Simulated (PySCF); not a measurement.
Frontier orbitals and the lowest excitations

C₄H₉NO₂Si.
Numbering: `[CH2:1]=[CH:2][O:3][SiH2:4][CH2:5][C:6]([NH2:7])=[O:8]` (hydrogens: H9, H10 on C1; H11 on C2; H12, H13 on Si4; H14, H15 on C5; H16, H17 on N7)

Geometry (GFN2-xTB, Å), atoms numbered from 1 in this order:
```xyz
17
C4H9NO2Si angstrom
C      2.1971    1.2495   -0.0086
C      2.5810   -0.0103   -0.0773
O      1.7774   -1.0990   -0.0524
Si     0.1924   -1.4068   -0.1264
C     -0.8541   -0.5299    1.2271
C     -1.5104    0.7017    0.6802
N     -2.7574    0.5070    0.1828
O     -0.9792    1.7921    0.6394
H      1.1631    1.5345    0.0811
H      2.9261    2.0381   -0.0274
H      3.6231   -0.3003   -0.1554
H      0.2249   -2.8407    0.1331
H     -0.3672   -1.0618   -1.4361
H     -1.6059   -1.2103    1.6216
H     -0.1944   -0.2377    2.0432
H     -3.2311    1.2827   -0.2489
H     -3.1924   -0.3967    0.1635
```

Computed, not measured: TDDFT wB97X-D/def2-SVPD, vertical, gas phase, core orbitals frozen in the response in PySCF 2.14.0, density-fitted response routines.

Kohn–Sham orbitals with the atoms that hold most of them (Löwdin shares over 4%, at most four atoms; ? is withheld):

```json
{"orbital": "LUMO+2", "ε (eV)": "2.35", "atoms": "Si4 24%, C6 17%, O8 8%, C5 7%"}
{"orbital": "LUMO+1", "ε (eV)": "1.97", "atoms": "Si4 24%, C6 14%, O8 13%, H12 8%"}
{"orbital": "LUMO", "ε (eV)": "1.80", "atoms": "?"}
{"orbital": "HOMO", "ε (eV)": "-8.74", "atoms": "?"}
{"orbital": "HOMO-1", "ε (eV)": "-9.50", "atoms": "O8 65%, C5 10%, C6 10%, N7 6%"}
{"orbital": "HOMO-2", "ε (eV)": "-10.04", "atoms": "N7 46%, O8 34%, C6 10%"}
{"orbital": "HOMO-3", "ε (eV)": "-10.80", "atoms": "O3 27%, C5 18%, Si4 15%, O8 10%"}
```

(1) Give the leading atoms of the LUMO.

(2) Give the leading atoms of the HOMO.

(3) How does S1 compare with the orbital gap of 10.54 eV?

Results:

(1) Si4 (bonded to C, O and 2 H) 23%; H17 (bonded to N) 18%; H14 (bonded to C) 10%; C5 (bonded to C, Si and 2 H) 10%. By element: hydrogen 28% or more, silicon 23%, carbon 10% or more.

(2) C1 (bonded to C and 2 H) 37%; C2 (bonded to C, O and H) 28%; O3 (bonded to C and Si) 22%. By element: carbon 64% or more, oxygen 22% or more.

(3) S1 is at 5.82 eV (f = 0.0028), 4.73 eV below the gap, made of HOMO-1→LUMO+1 (50%), HOMO-1→LUMO+2 (28%), HOMO-1→LUMO+3 (8%). Its leading pair isn't HOMO and LUMO; the energies of that pair differ by 11.48 eV. Without the coupling terms of the response equations the lowest excitation would equal the gap.

Next come S2 at 6.61 eV (f 0.016), HOMO→LUMO+1 (66%), HOMO→LUMO+2 (19%); S3 at 7.04 eV (f 0.141), HOMO→LUMO+2 (24%), HOMO→LUMO+4 (23%), HOMO→LUMO+3 (21%); S4 at 7.26 eV (f 0.019), HOMO→LUMO (33%), HOMO→LUMO+2 (33%), HOMO→LUMO+1 (12%); S5 at 7.39 eV (f 0.017), HOMO-1→LUMO (72%).

Löwdin shares depend on the basis, the more so with diffuse functions.

One conformer stands for the species.
